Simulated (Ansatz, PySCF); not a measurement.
Molecule: GeH2, charge 0, multiplicity 1. SMILES: [GeH2]
Geometry: optimised at B3LYP-D3(BJ)/def2-TZVP (Ansatz, a quantum-chemistry and plane-wave program).

Wanted: vertical ionisation energy (to the doublet state of charge +1; each state is the SCF solution reached for its spin; for the singlet the Hartree-Fock reference is unstable and T1 is 0.013), in eV. Correlated levels leave the core frozen unless marked. Open shells are spin-unrestricted. No spin-orbit coupling. Frozen are the shells of the preceding noble gas and the d and f shells that filled before the atom's block. Non-relativistic. CBS marks a two-point X^-3 extrapolation of the correlation energy; Hartree-Fock from the larger set.

CCSD(T)/CBS(aug-cc-pVTZ,aug-cc-pVQZ) (Ansatz) gives 9.45 eV.

Another calculation gave 9.41 eV. Which level was it?
(A) r2SCAN/def2-TZVPD (Ansatz)
(B) CAM-B3LYP/def2-TZVPD (Ansatz)
(C) M06-2X/def2-TZVPD (PySCF)

A, r2SCAN/def2-TZVPD (Ansatz). The others give 9.54 (CAM-B3LYP), 9.26 (M06-2X) eV.
